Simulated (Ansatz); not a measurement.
CH$_{4}$O$_{2}$Si, SMILES `C1O[SiH2]O1`. The species carries charge 0 and has multiplicity 1. The structure was optimised at the PBE0-D4/def2-TZVP level.

```xyz
8

C     0.322   -0.556    0.884
O    -0.311    0.723    0.798
Si   -0.312    0.539   -0.857
O     0.420   -0.913   -0.497
H     1.314   -0.473    1.340
H    -0.305   -1.268    1.430
H    -1.651    0.440   -1.488
H     0.522    1.507   -1.610
```

Task: What is the dipole moment at ωB97M-V/def2-TZVPP? (Best estimate.)

Result: The calculation gave: 0.29 D, with components (-0.09, 0.15, -0.24) D in this frame, pointing from negative to positive charge.

Task: And with PBE, r2SCAN, B3LYP? (Best estimate.)

Result: Computed: PBE 0.27 D, r2SCAN 0.29 D, B3LYP 0.32 D.

Task: Give the Mulliken charges with ωB97M-V, B3LYP, r2SCAN in def2-TZVPP. (An estimate is asked.)

Result: The calculation gave: 
```tsv
atom	ωB97M-V	B3LYP	r2SCAN
C1	0.15	0.20	0.31
O2	-0.43	-0.44	-0.45
Si3	0.58	0.65	0.67
O4	-0.43	-0.44	-0.45
H5	0.11	0.10	0.05
H6	0.11	0.10	0.05
H7	-0.05	-0.09	-0.09
H8	-0.05	-0.09	-0.09
```

B3LYP here is the variant with VWN-RPA as its local correlation; programs differ in this.
